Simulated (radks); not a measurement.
Results of a calculation; reference values are marked as such.
All-electron atom: Os2+ in [Xe] 4f14 5d6. Level of theory: scalar-relativistic Kohn-Sham, PBE, spin-polarised, spherical densities, finite nucleus; open shells are filled with parallel spins first (spin-orbit coupling, left out, can overturn this in heavy ions); Fermi nuclear charge, rms radius 5.4126 fm (a radial shooting solver on a logarithmic mesh with Libxc functionals).

Radial electron density D(r) = 4 pi r^2 rho(r):

```
   r/bohr * D(r) (the largest magnitude, 140, reaches the edge; | marks zero)
 0.000663 | *
0.0008843 |  *
 0.001179 |   *
 0.001573 |      *
 0.002098 |         *
 0.002798 |             *
 0.003762 |                   *
 0.005018 |                          *
 0.006693 |                                 *
 0.008927 |                                      *
  0.01191 |                                        *
  0.01588 |                                       *
  0.02118 |                                    *
  0.02825 |                                     *
  0.03768 |                                              *
  0.05025 |                                                      *
  0.06756 |                                                   *
  0.09011 |                                           *
   0.1202 |                                             *
   0.1603 |                                                  *
   0.2138 |                                    *
   0.2852 |                          *
   0.3803 |                               *
   0.5073 |                         *
   0.6766 |            *
   0.9024 |       *
    1.204 |    *
    1.618 |  *
    2.158 |*
    2.879 *
    3.839 *
    5.121 *
```

D(r) has 4 maxima, at r = 0.0119, 0.0549, 0.152, 0.399 bohr, and minima at 0.0229, 0.0984, 0.283 bohr, inside which lie 1.89, 11.06, 29.93 electrons.
